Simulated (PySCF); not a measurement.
PySCF 2.14 output of an unrestricted PBE0 calculation on a single atom or ion in aug-cc-pVDZ-DK, with scalar relativity by spin-free X2C-1e:

```
SCF conv_tol = 1e-09
number electrons alpha = 9  beta = 5
    C. Adamo and V. Barone.,  J. Chem. Phys. 110, 6158 (1999)
    M. Ernzerhof and G. E. Scuseria.,  J. Chem. Phys. 110, 5029 (1999)
cycle= 1 E= -289.485115402428  delta_E= -0.0018  |g|= 0.00568  |ddm|= 0.334
cycle= 2 E= -289.48518797084  delta_E= -7.26e-05  |g|= 0.00148  |ddm|= 0.0445
cycle= 3 E= -289.485205532589  delta_E= -1.76e-05  |g|= 0.00069  |ddm|= 0.0215
cycle= 4 E= -289.485211952111  delta_E= -6.42e-06  |g|= 0.000101  |ddm|= 0.0204
cycle= 5 E= -289.485212103605  delta_E= -1.51e-07  |g|= 7.17e-06  |ddm|= 0.00346
cycle= 6 E= -289.485212103957  delta_E= -3.53e-10  |g|= 1.77e-07  |ddm|= 0.000198
converged SCF energy = -289.485212103957  <S^2> = 6.0000094  2S+1 = 5.0000038
```

The run itself started from symmetry-adapted Hartree-Fock orbitals and held the occupation by maximum overlap, on a logarithmic radial grid, so the iterations belong to that start.

Q: Which element, charge and spin multiplicity is this?

A: Si (silicon, neutral), multiplicity 5; the state was [Ne] 3s1 3p2 4s1, high-spin 5P determinant (an excited configuration).

The outer electron is Rydberg-like, and this basis confines it to a smaller radius and binds it less than a complete one would.
